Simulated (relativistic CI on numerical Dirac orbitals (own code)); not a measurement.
Bi V: sensitivity of the levels to the model

Base calculation: Dirac-Coulomb-Breit CI, separate exchange-only KLI orbitals for each configuration, QED by a radiative potential, valence Slater integrals scaled by 0.85, P86 correlation energy added to each configuration.

Configurations in the expansion (outside the closed core [Xe] 4f14): 5d10.6s, 5d10.6p, 5d10.6d, 5d9.6s2, 5d10.6f, 5d10.7s, 5d9.6s.5f, 5d10.5f, 5d9.6s.6p, 5d10.7p, 5d9.6s.5g, 5d10.7d, 5d10.8s. Double excitations out of closed p, d and f shells are left out; levels of such configurations are missing from the list, as are those of other unlisted configurations, and high levels can miss mixing partners.

The lowest level and the first level of each name with at least 55 % of one term (blank where a level has no safe partner in the second run):

| Level | Base (cm⁻¹) | Shift (cm⁻¹) |
| --- | --- | --- |
| 5d10.6s 2S_1/2 | 0 | 0 |
| 5d10.6p 2P°_1/2 | 85103 | -260 |
| 5d10.6p 2P°_3/2 | 112030 | +88 |
| 5d9.6s2 2D_5/2 | 149239 | -526 |
| 5d9.6s2 2D_3/2 | 173177 | +15 |
| 5d9.6s.6p 4P°_5/2 | 216625 | -782 |
| 5d10.6d 2D_3/2 | 217762 | +239 |
| 5d10.6d 2D_5/2 | 220805 | +297 |
| 5d10.7s 2S_1/2 | 226499 | +197 |
| 5d9.6s.6p 4F°_3/2 | 242023 | -256 |
| 5d9.6s.6p 4F°_9/2 | 244723 | -415 |
| 5d10.5f 2F°_5/2 | 245773 | +78 |
| 5d10.5f 2F°_7/2 | 246821 | +324 |
| 5d9.6s.6p 4D°_7/2 | 252328 | -352 |
| 5d10.7p 2P°_1/2 | 255847 | -14 |
| 5d9.6s.6p 2P°_3/2 | 256109 | -303 |
| 5d9.6s.6p 2P°_1/2 | 258702 | -165 |
| 5d10.7p 2P°_3/2 | 265014 | +157 |
| 5d9.6s.6p 4P°_1/2 | 268733 | +83 |
| 5d9.6s.6p 2F°_7/2 | 272416 | -126 |
| 5d10.7d 2D_3/2 | 309768 | +274 |
| 5d10.7d 2D_5/2 | 311158 | +302 |

At this charge configurations can still be misplaced by up to about 7 % of their energy. Levels and lines within the n = 5 or 6 shells can be off by up to 10 % or somewhat more, and those that change n by about 2 %, since core polarisation is missing. 12 of the 12 excited levels that our extract of the measured tables holds in this range could be paired (the sources list more); they are missed by 14582 cm⁻¹ on average and 45583 at most, and levels without a partner can miss by more. Levels that differ in their count of f electrons can be misplaced by several ten thousand cm⁻¹, since the correlation energy of f electrons is missing or only estimated; rates across such gaps can be off by orders of magnitude.

Question: One thing was changed in a second run, which moved the levels as shown. Which?
A. Breit term removed
B. configuration mixing switched off
C. QED terms removed
D. Slater integrals left unscaled
E. self-excluded LDA correlation estimate

Answer: A. Breit term removed. The Breit term mainly narrows fine-structure intervals, so removing it widens them.

LS names give the leading component of a level, which can be under half, so a name can repeat, a term be missing and a line seem to break the LS rules.
